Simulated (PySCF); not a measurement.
Species: C2H11NOSi2.
Structure used (GFN2-xTB), in Å, numbered top down from 1:
```
atom  x, y, z in Å
C1    -2.7018   -0.7040    0.3628
C2    -1.9123    0.3805   -0.3681
N3    -0.4984    0.1055   -0.4411
Si4    0.6012    0.4893    0.8166
O5     2.0536   -0.0344    0.3235
Si6    3.4094   -0.0313   -0.5497
H7    -3.7581   -0.4489    0.3936
H8    -2.3338   -0.8068    1.3804
H9    -2.5895   -1.6602   -0.1444
H10   -2.3056    0.4943   -1.3852
H11   -2.0349    1.3317    0.1534
H12   -0.3055   -0.7220   -0.9877
H13    0.4385   -0.1946    2.1053
H14    0.5998    1.9451    0.9533
H15    3.0957    0.2700   -1.9471
H16    4.2959    0.9830    0.0182
H17    3.9387   -1.3850   -0.3949
```

Computed at PBE0/pcSseg-1 (PySCF, non-relativistic), with Q(14N) = 0.02044 b, Q(17O) = −0.0256 b: N3, 14N (I = 1): χzz = -4.912 MHz, η = 0.377; O5, 17O (I = 5/2): χzz = -6.612 MHz, η = 0.038.

(1) Where would the pure quadrupole (NQR) lines of 14N at N3 fall for the rigid, isolated species?

(2) Where would the pure quadrupole (NQR) lines of 17O at O5 fall for the rigid, isolated species?

## Answers

(1) From ν± = (3/4)|χ|(1 ± η/3) and ν0 = |χ|η/2: ν+ 4.147 MHz, ν− 3.221 MHz, ν0 0.926 MHz (silicon-bound nitrogen).

(2) From the eigenvalues of H = χ/[4I(2I − 1)] × [3Iz² − I(I + 1) + η(Ix² − Iy²)], steps between neighbouring levels, labelled as for η = 0: ±1/2↔±3/2 0.993 MHz, ±3/2↔±5/2 1.983 MHz (siloxane oxygen).

In a crystal, neighbours and librations shift these lines. GFN2-xTB bond lengths can be off by several hundredths of an ångström, more for odd bonds, and the gradients follow them. These gradients aren't converged with respect to the basis.

The run behind these numbers computed NMR shieldings as well. The run took 56 s (with the writing of density and orbital grids) on an Arm Neoverse N1 with one thread, no GPU, shared host, and the process peaked at 0.73 GiB of memory.

One conformer stands for the species.
